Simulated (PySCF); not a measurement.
Cl5Ta, charge +1, multiplicity 2. Atoms are numbered in the order given.

```xyz
6

Ta    -0.0430    -0.1354     0.0000
Cl    -0.6506     2.2663     0.0000
Cl     1.4634    -1.8174     0.0000
Cl     1.8483     1.3846     0.0000
Cl    -1.2382    -0.6259     1.8253
Cl    -1.2382    -0.6259    -1.8253
```
Charge +1, spin multiplicity 2.

The structure is a stationary point at B3LYP-D3(BJ)/def2-SVP. The multiplicity is an assumed one; other spin states were not compared. The def2 effective core potentials stand for the cores of Ta; spin–orbit coupling is left out.

Computed with r2SCAN/def2-TZVP (PySCF).

ESP charges are fitted to the potential on shells at 1.4 to 2.0 van der Waals radii. Atomic charges (e):

```tsv
atom	ESP fit	Löwdin	Mulliken	Mulliken spin
Ta1	?	-0.46	1.22	-0.04
Cl2	?	0.26	-0.02	0.52
Cl3	?	0.27	-0.08	0.01
Cl4	?	0.30	-0.01	0.51
Cl5	?	0.31	-0.06	0.00
Cl6	?	0.31	-0.06	0.00
```

**Question.** Fill in the missing entries. (Estimate from the structure and the level; the computed values follow.)

**Answer.** 
- Ta1, ESP fit: 0.02
- Cl2, ESP fit: 0.16
- Cl3, ESP fit: 0.17
- Cl4, ESP fit: 0.22
- Cl5, ESP fit: 0.21
- Cl6, ESP fit: 0.21
